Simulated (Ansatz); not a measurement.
The cluster B4H2⁻, relaxed as a doublet with UKS PBE0-D4/def2-TZVPD in Ansatz, starting from the GFN2-xTB geometry. Force threshold 0.02 eV/Å.

The charge -1 doublet is spin-contaminated (final ⟨S²⟩ up to 1.30, 0.75 for a pure state). Another isomer (doublet) lies 2.18 eV lower at PBE0-D4/def2-TZVPD; other spin states weren't run for this one.

Start:

```xyz
6

B    -0.419   -0.511    0.375
B     1.221    1.523   -1.101
B     0.402    0.524   -0.375
B    -1.219   -1.525    1.101
H    -1.885   -2.352    1.695
H     1.900    2.340   -1.695
```

Estimate the energy that the relaxation releases and the steps that it takes.

8.0 kJ/mol, in 3 steps; 29 s on 4 threads of Arm Neoverse V2 on a shared host. No frequencies were taken in this run, so the end may be a saddle point.

Does the start keep its bonding and symmetry?

By distances, no bond broke or formed. The bond that changes most is B1–B4, from 1.48 to 1.52 Å (atoms count from 1). Point group D∞h at the start, D∞h at the end, both within 0.05 Å.

Predict the relaxed structure.


Cartesian coordinates in Å:
```
B -0.424 -0.520 0.379
B 1.250 1.556 -1.124
B 0.414 0.530 -0.381
B -1.250 -1.557 1.125
H -1.897 -2.365 1.707
H 1.907 2.357 -1.706
```
Bond lengths: 3 × B–B 1.52 to 1.54 Å; 2 × B–H 1.19 Å.
